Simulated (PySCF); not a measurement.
iridium atom (Ir), quartet (core potentials on Ir).

Here is a job for PySCF.
```python
from pyscf import gto, scf, dft

mol = gto.Mole()
mol.atom = '''
    Ir    0.00000000    0.00000000    0.00000000
'''
mol.basis = 'def2-svp'
mol.ecp = {'Ir': 'def2-svp'}
mol.spin = 3
mol.verbose = 3
mol.build()

mf = dft.UKS(mol)
mf.xc = 'blyp'
mf.kernel()
mf.analyze()
```

What does this run give for the <S^2>, dipole moment, HOMO energy, number of basis functions, total energy?


```
Quantity                          Value
-------------------------  ------------
<S^2>                             3.754
dipole moment                    0.00 D
HOMO energy                    -5.64 eV
number of basis functions            32
total energy               -104.2220 Eh
```

These values belong to the state on which the SCF converged, which isn't shown to be the lowest.
